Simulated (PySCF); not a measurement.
Electron correlation in Mg (magnesium, neutral)

[Ne] 3s1 3p1, high-spin 3P determinant (an excited configuration). Computed with PySCF 2.14 in aug-cc-pVTZ-DK (6s5p3d2f, 50 functions), with scalar relativity by spin-free X2C-1e. Frozen: [Ne]; 2 electrons correlated.

With two correlated electrons CCSD is exact within the correlated space (frozen core and kept virtual orbitals).

| level | correlation energy (mhartree) |
| --- | --- |
| CCSD | -4.39 |

Diagnostics: T1 = 0.0066, D1 = 0.0113, largest double amplitude 0.035.

Task: Is a single reference adequate?

Result: Yes: T1 lies below 0.03 and no double amplitude reaches 0.07.
